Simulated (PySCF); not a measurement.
**[TmF3(NH3)]− at several levels of theory**

Computed with PySCF 2.14.0 (density fitting, no spin-orbit coupling) at the geometry relaxed with PBE0:

```xyz
8
[TmF3(NH3)]− (singlet in the valence; each metal's 4f electrons, 13 of them, lie in its core potential, out of spins and levels)
Tm    0.1367   -0.1367    0.1367
F     1.1033    1.5638    1.1033
F    -1.5638   -1.1033    1.1033
F     1.1033   -1.1033   -1.5638
N    -1.3921    1.3921   -1.3921
H    -1.9891    1.9891   -0.8238
H    -0.8238    1.9891   -1.9891
H    -1.9891    0.8238   -1.9891
```

```json
{"level": "PBE0", "basis": "Tm lcecp-0-SVP with ECP59, F def2-SVP, N def2-SVP, H def2-SVP", "state": "singlet", "HOMO (eV)": "–", "gap (eV)": "–", "charge on Tm1 (e)": "0.63", "population of f-type functions on Tm1 (polarisation alone where 4f lies in the core)": "0.03", "dipole about the centre of mass (D)": "4.73", "largest force component (eV/Å)": "0.01"}
{"level": "PBE", "basis": "the same", "state": "singlet", "HOMO (eV)": "–", "gap (eV)": "–", "charge on Tm1 (e)": "0.38", "population of f-type functions on Tm1 (polarisation alone where 4f lies in the core)": "0.03", "dipole about the centre of mass (D)": "4.70", "largest force component (eV/Å)": "0.24"}
{"level": "PBE0", "basis": "Tm lcecp-0-TZVP with ECP59, F def2-TZVP, N def2-TZVP, H def2-TZVP", "state": "singlet", "HOMO (eV)": "–", "gap (eV)": "–", "charge on Tm1 (e)": "1.16", "population of f-type functions on Tm1 (polarisation alone where 4f lies in the core)": "0.04", "dipole about the centre of mass (D)": "4.48", "largest force component (eV/Å)": "0.24"}
```

In the lcecp rows the 4f levels are missing from HOMO and gap, and the state counts the valence alone.

Charges are Mulliken's, which hang on the basis. The relaxation used the grid (50, 194), these runs (75, 302) or, all-electron (x2c bases, spin-free X2C Hamiltonian), (99, 590).

Task: What does TPSS with Tm lcecp-0-SVP with ECP59, F def2-SVP, N def2-SVP, H def2-SVP give here?

Result: state singlet, charge on Tm1 (e) 0.49, population of f-type functions on Tm1 (polarisation alone where 4f lies in the core) 0.03, dipole about the centre of mass (D) 4.67, largest force component (eV/Å) 0.21. Time: 9.2 s on 2 threads of Arm Neoverse V1, on a shared host, from an already converged density.

An lcecp potential fixes the number of 4f electrons, so in runs with it no electron can move into or out of that shell.
